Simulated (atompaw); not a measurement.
# S: one change to a PAW (atompaw) potential, before and after

sulfur (S), PAW, made with atompaw 4.2.0.5 (PBE, scalar-relativistic). Core [Ne], reference 3s2 3p3 (charge +1). Waves: 3s (bound): rc 1.85 bohr; 3s channel at -0.95 Ry: rc 1.35 bohr; 3p (bound): rc 1.85 bohr; 3p channel at -0.9 Ry: rc 1.85 bohr. Local part: bessel scheme, radius 1.40 bohr. Core correction: smooth core density matched at 1.05 bohr. Augmentation charge: gaussian compensation charge, radius 1.40 bohr; PAW radius 1.85 bohr; waves and projectors: custom rrkj vanderbiltortho.

All-electron outer shells of the reference configuration (PBE, scalar-relativistic, ld1.x):

| shell | level (eV) | outermost node (bohr) | outermost maximum (bohr) |
| --- | --- | --- | --- |
| 3s | -27.63 | 0.60 | 1.39 |
| 3p | -16.80 | 0.58 | 1.55 |

Change: wave 3s (bound): rc 1.85 bohr becomes 3s (bound): rc 1.30 bohr.

Cutoffs: the cutoffs (Ry, on a coarse ladder) from which the occupation-weighted sum of valence levels, in a spherical-Bessel basis at the reference potential, stays within 10 and 1 mRy of its value at 400 Ry; they do not see the model core or the augmentation charge, which bear on the density cutoff.

Question: What does the change do?

Answer: The potential gets harder (18 Ry and 25 Ry → 21 Ry and 40 Ry); neither file shows a bound ghost.

| quantity | base | changed |
| --- | --- | --- |
| cutoff, loose | 18 Ry | 21 Ry |
| cutoff, tight | 25 Ry | 40 Ry |
| loose cutoff by channel (10 mRy a level) | s 8 Ry, p 15 Ry | s 18 Ry, p 15 Ry |
| bound ghosts | none | none |
| s: phases at 1.85 bohr within 0.05 rad from the reference energy up to (Ry; the scan ends near 5) | to the end of the scan | 4.9 |
| p: phases at 1.85 bohr within 0.05 rad from the reference energy up to (Ry; the scan ends near 5) | to the end of the scan | to the end of the scan |
| lowest overlap eigenvalue by channel | s 0.10, p 0.86 | s 0.18, p 0.86 |

 The cutoffs see the waves, projectors and local potential, not the compensation charge or the core.
